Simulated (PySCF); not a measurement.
C3H6O2Si. Atoms are numbered in the order given.

```xyz
12

O     -2.1132     1.0311    -0.1338
C     -1.0676     0.4524    -0.0970
C     -0.8948    -1.0661     0.0579
C      0.5370    -1.4208     0.5086
Si     1.5076     0.0969    -0.0674
O      0.1301     1.0946    -0.2311
H     -1.1131    -1.4961    -0.9351
H     -1.6805    -1.4336     0.7333
H      0.5954    -1.4930     1.6069
H      0.8878    -2.3788     0.0993
H      2.1832    -0.0466    -1.3842
H      2.4368     0.6922     0.9249
```

Coordinates come from a B3LYP-D3(BJ)/def2-SVP optimisation. One conformer was computed; it need not be the lowest.

The numbers are results of PBE0/pcSseg-1 in PySCF, not measurements.

GIAO shieldings, no solvent; atoms listed in one row are averaged. δ = σ(ref) − σ: ¹⁷O against H2O (σ = 334.2 ppm); ¹³C against TMS (σ = 186.3 ppm); ²⁹Si against TMS (σ = 352.7 ppm); ¹H against TMS (σ = 31.56 ppm), references at their B3LYP-D3(BJ)/def2-TZVP geometries, non-relativistic.

```json
[
 {"nucleus": "¹⁷O", "atoms": "O1", "count": "1", "δ (ppm)": "462.2"},
 {"nucleus": "¹⁷O", "atoms": "O6", "count": "1", "δ (ppm)": "214.6"},
 {"nucleus": "¹³C", "atoms": "C2", "count": "1", "δ (ppm)": "178.5"},
 {"nucleus": "¹³C", "atoms": "C3", "count": "1", "δ (ppm)": "31.9"},
 {"nucleus": "¹³C", "atoms": "C4", "count": "1", "δ (ppm)": "7.9"},
 {"nucleus": "²⁹Si", "atoms": "Si5", "count": "1", "δ (ppm)": "6.1"},
 {"nucleus": "¹H", "atoms": "H11, H12", "count": "2", "δ (ppm)": "5.36"},
 {"nucleus": "¹H", "atoms": "H8", "count": "1", "δ (ppm)": "2.79"},
 {"nucleus": "¹H", "atoms": "H7", "count": "1", "δ (ppm)": "2.55"},
 {"nucleus": "¹H", "atoms": "H9", "count": "1", "δ (ppm)": "1.58"},
 {"nucleus": "¹H", "atoms": "H10", "count": "1", "δ (ppm)": "1.34"}
]
```
